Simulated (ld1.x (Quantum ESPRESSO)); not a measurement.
## Before and after: TM potential for Mo

Mo, norm-conserving Troullier–Martins (Kleinman–Bylander form), made with ld1.x (Quantum ESPRESSO) 7.5 (PBE, fully relativistic). Core [Kr], reference 4d5 5s1 5p0. Waves: 5s (bound): rc 3.15 bohr; 4d (bound): rc 2.40 bohr; 5p (bound, empty): rc 3.30 bohr. Local part: the p channel. Core correction: none.

Open shells are filled in proportion to 2j + 1 (rel_dist='average').

Change: wave 4d (bound): rc 2.40 bohr becomes 4d (bound): rc 2.60 bohr.

Cutoffs: the cutoffs (Ry, on a coarse ladder) from which the occupation-weighted sum of valence levels, in a spherical-Bessel basis at the reference potential, stays within 10 and 1 mRy of its value at 400 Ry; they do not see the model core or the augmentation charge, which bear on the density cutoff. Errors are all-electron minus pseudo energies relative to the spin-unpolarised reference configuration.

What does the change do?

The potential gets softer (35 Ry and 40 Ry → 30 Ry and 35 Ry); of the 7 tests that both files solve, the error grows in 0 and shrinks in 1 by more than 15 % and 0.3 meV (median size 55.8 → 46.6 meV); neither file shows a bound ghost. A larger radius leaves more room for a smooth pseudo-wave, so fewer plane waves are needed.

```csv
quantity,base,changed
"cutoff, loose",35 Ry,30 Ry
"cutoff, tight",40 Ry,35 Ry
loose cutoff by channel (10 mRy a level),"s 6 Ry, d 30 Ry","s 6 Ry, d 25 Ry"
bound ghosts,none,none
"error for 4d5 5s0 5p0, meV [ΔE 6.89 eV]",+17,+18
"error for 4d4 5s0 5p0, meV [ΔE 22.35 eV]",-63,-62
"error for 4d3 5s0 5p0, meV [ΔE 49.09 eV]",-347,-316
"error for 4d5 5s0 5p1, meV [ΔE 3.14 eV]",+2.3,+2.5
"error for 4d5.5 5s0.5 5p0, meV [ΔE 0.28 eV]",-14,-13
"error for 4d4 5s1 5p0, meV [ΔE 8.06 eV]",-62,-56
"error for 4d4 5s2 5p0, meV [ΔE 0.20 eV]",-56,-47
s: phases at 3.60 bohr within 0.05 rad from the reference energy up to (Ry; the scan ends near 5),0.8,0.8
p1/2: phases at 3.60 bohr within 0.05 rad from the reference energy up to (Ry; the scan ends near 5),n/a,n/a
p3/2: phases at 3.60 bohr within 0.05 rad from the reference energy up to (Ry; the scan ends near 5),0.0,0.0
d3/2: phases at 3.60 bohr within 0.05 rad from the reference energy up to (Ry; the scan ends near 5),0.4,0.4
d5/2: phases at 3.60 bohr within 0.05 rad from the reference energy up to (Ry; the scan ends near 5),0.4,0.4
```
